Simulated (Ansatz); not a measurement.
A nudged elastic band was laid between two geometries of CH5BO + H3N (12 atoms, charge 0, multiplicity 1).

Computed with RHF/6-31G* (Ansatz).

| Property | Result |
| --- | --- |
| movable images | 7 |
| climbing image | yes |
| spring | 5.0 eV/Å² |
| optimiser | quadratic models (default) |
| start path | through a guess of the saddle point |
| force threshold | 0.03 eV/Å |
| iteration limit | 60 |
| end points | relaxed |

Initial state:

```xyz
12
Properties=species:S:1:pos:R:3
B -0.208 -0.381 0.244
O -0.433 -0.695 1.548
H -1.352 -0.685 1.777
H 0.934 -0.421 -0.101
C -1.380 -0.202 -0.809
H -1.508 -1.128 -1.370
H -2.342 0.039 -0.358
H -1.146 0.573 -1.532
N 0.223 2.294 0.806
H 1.080 2.545 0.351
H -0.352 3.116 0.835
H 0.450 2.049 1.751
```

Final state:

```xyz
12
Properties=species:S:1:pos:R:3
B 0.097 0.632 -0.702
O -0.579 0.497 3.226
H -0.865 -0.393 3.385
H 1.132 0.185 -1.103
C -1.286 0.109 -1.274
H -1.375 -0.968 -1.135
H -2.158 0.577 -0.822
H -1.337 0.276 -2.349
N 0.167 1.609 0.298
H 1.028 1.994 0.620
H -0.634 2.088 0.651
H -0.225 0.499 2.345
```

(1) Which bonds break or form, and what moves?

(2) Give the energies along the band, and the barrier.

(3) What is the geometry of the highest image?

The band took 42 iterations and roughly 6 core-minutes.

## Answers

(1) Bonds broken: B1–O2, N9–H12. Bonds formed: B1–N9, O2–H12. CH5BO + H3N becomes CH6BN + H2O.

(2) It converged. The highest image is number 5 of 0 to 8, 146.3 kJ/mol above the first end and 124.7 kJ/mol above the last; the last end lies 21.6 kJ/mol above the first. The profile has 4 maxima (images 1, 3, 5, 7) with wells between them (images 2, 4, 6): this band takes more than one step, which may be the mechanism or a detour left from its start path. A structure lower than the first end lies on the path between it and the top, so the climb from that side starts below the end, which may itself be a saddle point or a shallow side well. Neighbouring images differ by up to 1.5 eV, so the band resolves the path poorly. A vibrational analysis at the climbing image gives one clearly imaginary mode, 1801i cm⁻¹: a first-order saddle point. The orbitals stay closed-shell, which can raise the energy where a bond breaks towards radicals; this wasn't checked here.

```json
{"image": "0", "path coordinate (Å)": "0.00", "energy (kJ/mol)": "0.0", "B1–O2 (Å)": "1.36", "N9–H12 (Å)": "1.00", "B1–N9 (Å)": "2.77"}
{"image": "1", "path coordinate (Å)": "1.61", "energy (kJ/mol)": "0.8", "B1–O2 (Å)": "1.36", "N9–H12 (Å)": "1.00", "B1–N9 (Å)": "2.77"}
{"image": "2", "path coordinate (Å)": "3.22", "energy (kJ/mol)": "-1.6", "B1–O2 (Å)": "1.42", "N9–H12 (Å)": "1.00", "B1–N9 (Å)": "1.77"}
{"image": "3", "path coordinate (Å)": "4.83", "energy (kJ/mol)": "6.6", "B1–O2 (Å)": "1.42", "N9–H12 (Å)": "1.00", "B1–N9 (Å)": "1.80"}
{"image": "4", "path coordinate (Å)": "6.44", "energy (kJ/mol)": "-1.5", "B1–O2 (Å)": "1.42", "N9–H12 (Å)": "1.00", "B1–N9 (Å)": "1.78"}
{"image": "5", "path coordinate (Å)": "8.05", "energy (kJ/mol)": "146.3", "B1–O2 (Å)": "1.63", "N9–H12 (Å)": "1.32", "B1–N9 (Å)": "1.59"}
{"image": "6", "path coordinate (Å)": "10.22", "energy (kJ/mol)": "22.7", "B1–O2 (Å)": "3.63", "N9–H12 (Å)": "2.35", "B1–N9 (Å)": "1.40"}
{"image": "7", "path coordinate (Å)": "12.39", "energy (kJ/mol)": "25.2", "B1–O2 (Å)": "3.41", "N9–H12 (Å)": "2.47", "B1–N9 (Å)": "1.40"}
{"image": "8", "path coordinate (Å)": "14.56", "energy (kJ/mol)": "21.6", "B1–O2 (Å)": "3.99", "N9–H12 (Å)": "2.36", "B1–N9 (Å)": "1.40"}
```

(3) 
```xyz
12
Properties=species:S:1:pos:R:3
B 0.016 0.435 0.067
O -0.002 -0.331 1.507
H -0.800 -0.818 1.672
H 1.079 0.227 -0.445
C -1.306 0.108 -0.780
H -2.230 0.309 -0.232
H -1.342 0.707 -1.688
H -1.337 -0.933 -1.093
N -0.022 1.811 0.853
H 0.811 2.366 0.836
H -0.820 2.400 0.717
H -0.081 0.822 1.728
```

Time of the run: 5.7 min on 1 thread of Arm Neoverse V2, on a shared host, peak memory 0.16 GiB.
